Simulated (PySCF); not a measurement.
Worked example: oscillator strength and radiative lifetime

Zr(Cl)2(SH)2 (Cl2H2S2Zr), SMILES [SH][Zr]([SH])([Cl])[Cl], multiplicity 1.

The structure is a stationary point at PBE0-D3(BJ)/def2-SVP. The spin state was assumed, not searched. The structure was generated by enumeration; whether it is a known compound was not checked. The def2 effective core potentials stand for the cores of Zr; spin–orbit coupling is left out. Other conformers were not sampled.

TDA-LC-ωPBE/def2-SVPD (PySCF) puts the first singlet state with f over 0.02 at 5.18 eV (vertical), with the transition dipole (-0.511, 0.220, 0.017) in atomic units.

Problem. Find the oscillator strength, the wavelength and the radiative lifetime that this transition would have in vacuum if emission retraced absorption.

Solution. 
|μ|² = 0.3098 au, so |μ| = 1.41 D. ΔE = 5.18/27.211 = 0.1904 hartree. f = (2/3) ΔE |μ|² = 0.039 (the program prints 0.039).
λ = 1239.84/5.18 = 239 nm; ν = 41779 cm⁻¹.
Einstein's coefficient A = 0.6670 ν² f s⁻¹ (ν in cm⁻¹) = 4.6e7 s⁻¹, so τ = 1/A = 22 ns. This state is S3; the lower singlets have f = 0.003, 0.002. The figure is the radiative limit of this one transition; relaxation, internal conversion, crossing to triplets and a medium change what is measured.
